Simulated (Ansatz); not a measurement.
Ansatz (a quantum-chemistry and plane-wave program) input for C4H3N2, SMILES c1[c]cncn1, multiplicity 2, PBE0/def2-SVPD. Geometry: PBE-D3(BJ)/def2-SVP. The isomer is the one that the SMILES or the coordinates give; other isomers of the formula were not compared.

Ansatz 0.2 input:
```yaml
crystal:
  periodic: [false, false, false]
  atoms:
    - {symbol: C, position_ang: [-0.00000000, 0.00000001, 1.37529101]}
    - {symbol: C, position_ang: [0.00000000, 1.21010339, 0.69673604]}
    - {symbol: N, position_ang: [0.00000000, 1.20399095, -0.65610088]}
    - {symbol: C, position_ang: [0.00000000, -0.00000001, -1.24616519]}
    - {symbol: N, position_ang: [-0.00000000, -1.20399096, -0.65610086]}
    - {symbol: C, position_ang: [-0.00000000, -1.21010338, 0.69673606]}
    - {symbol: H, position_ang: [-0.00000001, 2.19252631, 1.20099599]}
    - {symbol: H, position_ang: [-0.00000000, -0.00000003, -2.35216736]}
    - {symbol: H, position_ang: [0.00000001, -2.19252628, 1.20099602]}
basis:
  gaussian:
    orbitals: def2-SVPD
hamiltonian:
  xc: {name: PBE0}
magnetization: {spin_polarized: true, initial_magnetization: 1}
```

It prints:

```
WARN ansatz: RAYON_NUM_THREADS=1 ignored (pool sized by the plan → 1); use --threads N
Functional definition: PBE0
integrals: 0.07 GiB planned
1218 factors; their error is unknown
mean field: 0.79 GiB planned
mean field evaluation 1: about -7157.2234 eV, gradient 2.6e1 eV
mean field evaluation 2: about -7156.6052 eV, gradient 3.0e1 eV
mean field evaluation 4: about -7160.6208 eV, gradient 2.4e0 eV
mean field evaluation 8: about -7160.6528 eV, gradient 1.1e-1 eV
mean field evaluation 16: about -7160.6143 eV, gradient 1.6e-3 eV
mean field -7160.61433037 eV, -263.1477230023 hartree, gradient 5.1e-5 eV, S^2 0.761544; 0 other end points of the search recorded, 0 dependent functions left out
reference -7160.61436384 eV, -263.1477242325 hartree; 21, 20 occupied and 123, 124 virtual orbitals, 1218 factors
Total energy: -7160.61436384 eV, -263.1477242325 hartree
```

Self-consistency was reached.

Cost: around 9 core-seconds (rough).
